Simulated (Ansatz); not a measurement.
Cost and result up the ladder for the cluster Zn₆O₅ (the lowest singlet isomer of a short search) (11 atoms). Total charge 0; singlet. Geometry: r2SCAN-D4/def2-SVP.

Cartesian coordinates in Å:
```
Zn 0.683 1.505 -2.547
Zn -1.679 0.544 2.001
Zn 1.561 -2.362 -0.001
Zn -1.240 2.316 -0.440
Zn -0.181 -1.998 2.280
Zn 1.898 -1.028 -1.852
O 1.012 -3.061 1.541
O -2.040 2.002 1.092
O 1.834 0.276 -3.062
O -1.368 -0.894 2.967
O -0.480 2.699 -1.980
```

Ansatz on 4 threads of Arm Neoverse N1 on a shared host. Times are rough, and most runs start from the orbitals of an earlier one. PBE0-D4/def2-TZVP serves as the yardstick here, not as an exact answer. Differences are given only for rows in sets of like size (and for xTB, whose basis is part of the method), since another set adds its own error. Binding counts from free atoms at the same level (Zn singlet, O triplet; other spins of the atoms weren't run), without zero-point energy or a counterpoise term.

Correlated methods freeze 59 core orbitals. The rows differ in basis, and correlated rows in double-zeta sets carry the largest basis error. The structure comes from a short search, and lower isomers may exist.

Correlated methods converge slowly with the basis, most of all in double-zeta sets.

```json
{"level": "PBE-D4/def2-TZVP (with forces)", "functions": "443", "binding energy per atom (eV)": "2.70", "difference from PBE0-D4/def2-TZVP (eV)": "0.17"}
{"level": "PBE-D4/def2-SVP", "functions": "256", "binding energy per atom (eV)": "2.83", "difference from PBE0-D4/def2-TZVP (eV)": "–"}
{"level": "PBE0-D4/def2-TZVP", "functions": "443", "binding energy per atom (eV)": "2.53", "difference from PBE0-D4/def2-TZVP (eV)": "0.00"}
{"level": "r2SCAN-D4/def2-TZVP", "functions": "443", "binding energy per atom (eV)": "2.71", "difference from PBE0-D4/def2-TZVP (eV)": "0.18"}
{"level": "B97M-V/def2-TZVP", "functions": "443", "binding energy per atom (eV)": "2.53", "difference from PBE0-D4/def2-TZVP (eV)": "0.00"}
{"level": "MP2/def2-SVP", "functions": "256", "binding energy per atom (eV)": "2.59", "difference from PBE0-D4/def2-TZVP (eV)": "–"}
{"level": "PBE0-D4/def2-SVP", "functions": "256", "binding energy per atom (eV)": "2.60", "difference from PBE0-D4/def2-TZVP (eV)": "–"}
```

Problem. Estimate how long each takes.

Solution. PBE-D4/def2-SVP 10 s; PBE0-D4/def2-SVP 24 s; MP2/def2-SVP 31 s; PBE-D4/def2-TZVP (with forces) 32 s; r2SCAN-D4/def2-TZVP 55 s; PBE0-D4/def2-TZVP 75 s; B97M-V/def2-TZVP 99 s. On shared hardware such times vary by a factor of up to 3.
